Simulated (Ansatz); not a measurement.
Gas-phase electronic energies from Ansatz, PBE0-D4/def2-TZVP geometries. CBS: MP2 limit from def2 TZ/QZ plus the TZ coupled-cluster correction, frozen cores. This one scheme is used for every species. DFT in def2-TZVPP. B3LYP here is the variant with VWN-RPA as its local correlation; programs differ in this. Each species was taken in one conformer, which may not be the lowest.

`OC[SiH](F)F` + H–F → `F[SiH](F)F` + CH₃OH  (ligand exchange at the Si–C bond)

CCSD(T)/CBS gives -1.77 eV.

Q: Another level gave -1.84 eV. Which?
A. HF/def2-TZVPP
B. PBE/def2-TZVPP
C. ωB97X-V/def2-TZVPP
D. B3LYP/def2-TZVPP

A: D. B3LYP -1.84, ωB97X-V -1.76, PBE -1.66, HF/def2-TZVPP -2.06 eV.

Largest T1 diagnostic among the species: 0.012.

In def2-TZVPP, CCSD(T) changes the Hartree–Fock value by +0.26 eV (the triples alone add +0.04 eV) and MP2 by +0.25 eV. The D4 term adds +0.08 eV with B3LYP and +0.04 eV with PBE0; it sums over pairs of atoms, weighted by their polarisabilities, and B3LYP, whose exchange is more repulsive, gets the larger term. From PBE to PBE0 (25 % exact exchange), in def2-TZVPP and without D4, ΔE moves by −0.06 eV.
